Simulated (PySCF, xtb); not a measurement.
C10H7N3, SMILES C1=CC2=NC=CC3=CC=NC(=C1)N32.

Harmonic wavenumbers (cm⁻¹) from xtb with GFN2-xTB at its own minimum, in rising order: 110, 134, 201, 217, 426, 427, 433, 439, 458, 469, 477, 557, 629, 663, 664, 745, 771, 772, 783, 805, 806, 828, 838, 901, 910, 926, 1046, 1069, 1088, 1111, 1132, 1139, 1148, 1209, 1221, 1241, 1254, 1304, 1346, 1360, 1366, 1475, 1478, 1552, 1568, 1578, 1602, 3062, 3063, 3095, 3124, 3128, 3140, 3142.

**Question.** What does PBE-D3(BJ)/def2-SVP run with PySCF give at its own minimum? (An estimate is asked for; the answer gives what the named calculation found.)

**Answer.** 111, 142, 199, 233, 435, 457, 460, 467, 472, 480, 484, 582, 635, 666, 695, 737, 763, 774, 799, 799, 826, 828, 846, 949, 956, 971, 1020, 1046, 1072, 1082, 1102, 1109, 1169, 1209, 1224, 1232, 1262, 1308, 1352, 1388, 1397, 1493, 1507, 1587, 1598, 1640, 1652, 3075, 3075, 3127, 3157, 3160, 3173, 3175. Paired by order, the mean absolute difference is 20 cm⁻¹ and the zero-point energies are 92.1 and 93.1 kcal/mol.
